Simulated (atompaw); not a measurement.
# Before and after: PAW (atompaw) potential for copper (Cu)

* Element: copper
* Generator: atompaw 4.2.0.5
* Type: PAW
* Functional: PBE
* Relativity: scalar-relativistic
* Frozen core: [Ne]
* Valence charge: 19
* Reference configuration: 3s2 3p6 3d10 4s1 4p0
* Partial waves: 3s (bound): rc 1.15 bohr; 4s (bound): rc 1.30 bohr; 3p (bound): rc 1.00 bohr; 4p (bound, empty): rc 1.30 bohr; 3d (bound): rc 1.30 bohr; 3d channel at 0.85 Ry: rc 1.00 bohr
* Local potential: bessel scheme, radius 1.15 bohr
* Core correction: smooth core density matched at 0.70 bohr
* Augmentation charge: gaussian compensation charge, radius 1.00 bohr; PAW radius 1.30 bohr; waves and projectors: custom polynom gramschmidtortho

Change: all radii scaled by about 1.21 (s 1.38, p 1.20, d 1.58 bohr); local potential bessel scheme, radius 1.38 bohr; augmentation gaussian compensation charge, radius 1.20 bohr; PAW radius 1.58 bohr; waves and projectors: custom polynom gramschmidtortho; core correction smooth core density matched at 0.84 bohr.

Cutoffs: the cutoffs (Ry, on a coarse ladder) from which the occupation-weighted sum of valence levels, in a spherical-Bessel basis at the reference potential, stays within 10 and 1 mRy of its value at 400 Ry; they do not see the model core or the augmentation charge, which bear on the density cutoff.

Question: What does the change do?

Answer: The potential gets softer (110 Ry and 160 Ry → 90 Ry and 140 Ry); neither file shows a bound ghost. A larger radius leaves more room for a smooth pseudo-wave, so fewer plane waves are needed.

```tsv
quantity	base	changed
cutoff, loose	110 Ry	90 Ry
cutoff, tight	160 Ry	140 Ry
loose cutoff by channel (10 mRy a level)	s 35 Ry, p 70 Ry, d 50 Ry	s 30 Ry, p 50 Ry, d 35 Ry
bound ghosts	none	none
lowest overlap eigenvalue by channel	s 0.78, p 0.58, d 0.22	s 0.75, p 0.62, d 0.59
```

 The cutoffs see the waves, projectors and local potential, not the compensation charge or the core.
